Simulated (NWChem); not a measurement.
Atomisation of sulfur trioxide (O3S)

```xyz
4

O      0.0000     0.0000     1.4514
S      0.0000     0.0000     0.0000
O     -1.2569     0.0000    -0.7257
O      1.2569     0.0000    -0.7257
```
Charge 0, spin multiplicity 1.

All runs are NWChem calculations. The geometry was optimised at B3LYP/def2-SVP, a minimum by its harmonic frequencies.

Basis set: def2-TZVP. The atomisation energy is electronic alone: no zero-point, thermal, spin-orbit or counterpoise terms. No value is extrapolated to the basis-set limit. Free atoms are single determinants with multiplicities O 3, S 3.

B3LYP has NWChem's definition, with VWN1-RPA local correlation. The stability of the SCF solutions was not checked. Open-shell Hartree-Fock references start from PBE0 orbitals.

Task: For the atomisation energy, HF gives 130.9 kcal/mol and LDA (SVWN5) gives 453.1 kcal/mol. What do B3LYP, PBE0, PBE give?

Result: B3LYP: 330.3 kcal/mol; PBE0: 336.1 kcal/mol; PBE: 374.3 kcal/mol.
